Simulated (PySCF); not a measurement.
# C4H13NSi2: full NMR table

| Property | Result |
| --- | --- |
| Formula | C4H13NSi2 |
| SMILES | CC1(N([SiH3])[SiH3])CC1 |
| Point group of the computed structure | Cs |
| Degrees of unsaturation | 1 |
| Carbon signals | 3 |
| Proton signals | 4 |

Atoms are numbered as in `[CH3:1][C:2]1([N:3]([SiH3:4])[SiH3:5])[CH2:6][CH2:7]1`. Each H is labelled by its parent atom.

A single conformation, one averaged value for each set of equivalent atoms, no solvent model, relativity neglected. GFN2-xTB geometry; shielding tensors at PBE0/pcSseg-1 (GIAO); PySCF 2.14.

References, each an isolated molecule treated in the same way: TMS for ¹H and ¹³C and ²⁹Si; NH3 for ¹⁵N.

```tsv
carbon	δC, type	δH (multiplicity)	HMBC from (2–3 bonds)	span of the C tensor (ppm)
C1	27.2, CH3	1.30 (s)	Ha(C6)/Ha(C7), Hb(C6)/Hb(C7)	46
C2	41.6, C	–	H(Si4)/H(Si5), H(C1), Ha(C6)/Ha(C7), Hb(C6)/Hb(C7)	88
C6/C7	21.7, CH2	Ha(C6) 0.69 (m); Hb(C6) 0.55 (m)	H(C1), Ha(C6)/Ha(C7), Hb(C6)/Hb(C7)	66
```

Other nuclei:
```csv
atoms,nucleus,environment,δ (ppm),σ (ppm)
H(Si4)/H(Si5),¹H,hydrogen on a silicon bonded to N,4.71,27.01
Si4/Si5,²⁹Si,"silicon bonded to N, 3 H",-51.8,401.0
N3,¹⁵N,"nitrogen bonded to C, 2 Si",27.0,240.7
```

Carbon types of the structure: 1 × C, 2 × CH2, 1 × CH3, leaving 6 H on heteroatoms. δC 41.6, 21.7: three-membered-ring carbon. δC 27.2: methyl carbon; a saturated carbon with 1 carbon neighbour and no heteroatom attached. δH 4.71: hydrogen on a silicon bonded to N. δH 1.30: hydrogen on a methyl carbon. δH 0.69, 0.55: hydrogen on a three-membered-ring carbon; cyclopropane-type protons are shielded by the ring.

Shifts are as computed. Against solution values, carbons near 30 ppm lie about +3 ppm off and those near 130 ppm about +5 ppm. Of 1211 compounds with measured shifts, 218 miss one by over three times the rms of a fit or turn the order of signals round; such compounds aren't used in these exercises. Experimental scales use liquid or dissolved standards, which lie at an offset from isolated NH3 (liquid NH3: subtract about 20 ppm). No couplings were computed; multiplicities are counted from neighbouring protons, with m where these are inequivalent, close in shift, in a saturated or five-membered ring or joined by F or P, and br s for small geminal =CH2 splittings.
